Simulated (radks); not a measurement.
Valence configurations of Fe2+ (all share [Ar]). All-electron calculation, scalar-relativistic Kohn-Sham, PBE, spin-polarised, spherical densities, finite nucleus; open shells are filled with parallel spins first; Fermi nuclear charge, rms radius 3.7377 fm. Program: a radial shooting solver on a logarithmic mesh with Libxc functionals. Energies are relative to 3d6; eigenvalues in eV for spin up.

[
 {"valence": "3d6", "E (eV)": "0.000", "moment (Bohr magnetons)": "4", "e(3d)": "-27.180", "e(4p)": "-", "e(4s)": "-"},
 {"valence": "3d5.5 4s0.5", "E (eV)": "1.498", "moment (Bohr magnetons)": "5", "e(3d)": "-30.360", "e(4p)": "-", "e(4s)": "-22.027"},
 {"valence": "3d5 4s1", "E (eV)": "3.552", "moment (Bohr magnetons)": "6", "e(3d)": "-33.758", "e(4p)": "-", "e(4s)": "-23.306"},
 {"valence": "3d5.5 4p0.5", "E (eV)": "4.642", "moment (Bohr magnetons)": "5", "e(3d)": "-30.983", "e(4p)": "-16.082", "e(4s)": "-"},
 {"valence": "3d5 4p1", "E (eV)": "10.140", "moment (Bohr magnetons)": "6", "e(3d)": "-34.979", "e(4p)": "-17.387", "e(4s)": "-"},
 {"valence": "3d4.5 4s1.5", "E (eV)": "10.578", "moment (Bohr magnetons)": "5", "e(3d)": "-37.127", "e(4p)": "-", "e(4s)": "-24.205"},
 {"valence": "3d4 4s2", "E (eV)": "18.440", "moment (Bohr magnetons)": "4", "e(3d)": "-40.648", "e(4p)": "-", "e(4s)": "-25.046"},
 {"valence": "3d4 4s1 4p1", "E (eV)": "23.288", "moment (Bohr magnetons)": "6", "e(3d)": "-41.840", "e(4p)": "-19.279", "e(4s)": "-26.421"},
 {"valence": "3d3.5 4s1.5 4p1", "E (eV)": "33.152", "moment (Bohr magnetons)": "5", "e(3d)": "-45.528", "e(4p)": "-19.978", "e(4s)": "-27.330"},
 {"valence": "3d3.5 4s0.5 4p2", "E (eV)": "39.031", "moment (Bohr magnetons)": "6", "e(3d)": "-46.603", "e(4p)": "-20.752", "e(4s)": "-28.196"}
]

NIST lists [Ar] 3d6 as the ground configuration; this level of theory agrees among the configurations tried. The energies are those of spherical high-spin densities, not of single terms.
